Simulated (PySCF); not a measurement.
Se(SH)2 (H₂S₂Se), SMILES S[Se]S. Atoms are numbered in the order given.

```xyz
5

Se     0.0000     0.0000     0.6768
S      1.7138    -0.0840    -0.6663
H      1.8641     1.2360    -0.8449
S     -1.7138     0.0840    -0.6663
H     -1.8641    -1.2360    -0.8449
```
Charge 0, spin multiplicity 1.

Geometry optimised at ωB97X-D3(BJ)/def2-TZVP. One conformer was computed; it need not be the lowest.

Vertical ionisation energy (IE) and electron affinity (EA) in eV. Rows of orbital energies are one-electron estimates. Where ΔSCF, EOM or ADC give a negative EA the extra electron is unbound and the value depends on the basis.

| level | IE | EA |
|---|---|---|
| −ε(HOMO), −ε(LUMO), PBE/def2-TZVPD (PySCF) | ? | ? |
| ADC(2)/aug-cc-pVDZ (PySCF) | 8.80 | -0.13 |

Fill in the missing entries. (Estimate from the structure and the level; the computed values follow.)


- −ε(HOMO), −ε(LUMO), PBE/def2-TZVPD (PySCF), IE: 6.11
- −ε(HOMO), −ε(LUMO), PBE/def2-TZVPD (PySCF), EA: 2.47

Beyond the first one, list the lowest photoelectron lines from ADC(2)/aug-cc-pVDZ run with PySCF with their pole strengths (two spins summed). (An estimate is asked for; the answer gives what the named calculation found.)

9.12 eV (1.77), 9.49 eV (1.78), 11.86 eV (1.76), 12.43 eV (1.75), 13.50 eV (1.75).
